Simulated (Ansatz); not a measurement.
This geometry of BH$_{7}$NOPSi (12 atoms, charge 0, multiplicity 1) is a first-order saddle point.

Method: RKS PBE0/def2-SVP (Ansatz 0.2.0).

```xyz
12
Properties=species:S:1:pos:R:3
B -0.765 1.343 1.605
N -0.789 1.302 0.208
P 0.507 0.992 -0.939
Si 0.722 -1.255 -0.695
O -0.495 -2.003 -1.556
H 0.264 1.090 2.191
H -1.778 1.645 2.194
H -1.657 1.545 -0.262
H 1.608 1.262 -0.070
H 2.067 -1.645 -1.234
H 0.628 -1.625 0.749
H -0.236 -2.706 -2.157
```

(1) Which two structures does it join? (They come from a converged band through this point; their orientation in space is the band's.)

(2) How far does it lie above each of them?

Results:

(1) No bond is made or broken. The dihedral H10–Si4–O5–H12 goes from -56 to 75°.

Image 0:

```xyz
12
Properties=species:S:1:pos:R:3
B -0.730 1.309 1.592
N -0.857 1.244 0.200
P 0.348 0.891 -1.029
Si 0.783 -1.302 -0.614
O -0.346 -2.299 -1.327
H 0.332 1.045 2.107
H -1.692 1.641 2.247
H -1.751 1.499 -0.209
H 1.511 1.337 -0.333
H 2.162 -1.541 -1.156
H 0.724 -1.610 0.840
H -0.407 -2.269 -2.286
```

Image 8:

```xyz
12
Properties=species:S:1:pos:R:3
B -0.766 1.284 1.590
N -0.809 1.277 0.192
P 0.481 1.039 -0.979
Si 0.801 -1.192 -0.785
O -0.395 -1.906 -1.702
H 0.278 1.044 2.155
H -1.778 1.541 2.200
H -1.690 1.505 -0.260
H 1.585 1.345 -0.127
H 2.174 -1.497 -1.306
H 0.715 -1.643 0.641
H -0.520 -2.852 -1.585
```

(2) 3.6 kJ/mol above the first and 2.3 kJ/mol above the second. This is the barrier of this one path; another mechanism may lie lower.

Run time: 5.9 min on 2 threads of AMD EPYC 9R45 96-Core Processor (Zen 5), with other jobs on the host, peak memory 0.31 GiB.
